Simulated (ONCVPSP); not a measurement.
# Ta (Z = 73): one change to an ONCV potential, before and after

```
Element                 : tantalum
Generator               : ONCVPSP 4.0.1
Type                    : optimised norm-conserving Vanderbilt (ONCV)
Functional              : LDA (Perdew-Wang 92)
Relativity              : scalar-relativistic
Frozen core             : [Kr] 4d10 4f14
Valence charge          : 13
Reference configuration : 5s2 5p6 5d3 6s2
Partial waves           : 5s+6s: rc 1.70 bohr, ncon 4, nbas 8, qcut 8.6 1/bohr, 2 projectors; 5p: rc 1.85 bohr, ncon 3, nbas 6, qcut 6.6 1/bohr, 1 projector; 5d: rc 2.55 bohr, ncon 4, nbas 9, qcut 6.4 1/bohr, 1 projector
Local potential         : polynomial inside 1.40 bohr (lpopt 5, dvloc0 0 Ha)
Core correction         : Teter function, fcfact 4.25, rcfact 1.5
```

Change: core correction Teter function, fcfact 4.25, rcfact 1.6.

Cutoffs: the cutoffs (Ha) at which the residual kinetic energy of the hardest occupied pseudo-wave falls to 1 and 0.1 mHa per electron; they do not see the model core or the augmentation charge, which bear on the density cutoff. Errors are all-electron minus pseudo energies relative to the spin-unpolarised reference configuration.

Task: How do hardness, ghosts and transferability respond?

Result: The potential gets neither clearly harder nor softer (23 Ha and 27 Ha → 23 Ha and 27 Ha); of the 4 tests that both files solve, the error grows in 2 and shrinks in 0 by more than 15 % and 0.3 meV (median size 9.3 → 14.8 meV); neither file shows a bound ghost. A model core, the more so a compact one, raises the density cutoff, which this test does not measure.

```tsv
quantity	base	changed
cutoff, loose	23 Ha	23 Ha
cutoff, tight	27 Ha	27 Ha
bound ghosts	none	none
GHOST(+) flags under 300 eV	s at 277.5 eV	s at 277.5 eV
error for 5s2 5p6 5d3 6s1, meV [ΔE 8.69 eV]	-2.5	-2.8
error for 5s2 5p6 5d3 6s0, meV [ΔE 23.99 eV]	-4.5	-6.4
error for 5s2 5p6 5d2 6s0, meV [ΔE 47.92 eV]	-14	-23
error for 5s1 5p6 5d3 6s2, meV [ΔE 79.45 eV]	-291	-297
s: phases at 1.73 bohr within 0.05 rad from the reference energy up to (Ha; the scan ends near 5)	to the end of the scan	to the end of the scan
p: phases at 1.88 bohr within 0.05 rad from the reference energy up to (Ha; the scan ends near 5)	0.5	0.5
d: phases at 2.59 bohr within 0.05 rad from the reference energy up to (Ha; the scan ends near 5)	4.9	4.9
rms error of d²Exc/dni dnj with the model core, mHa	0.56	0.83
```
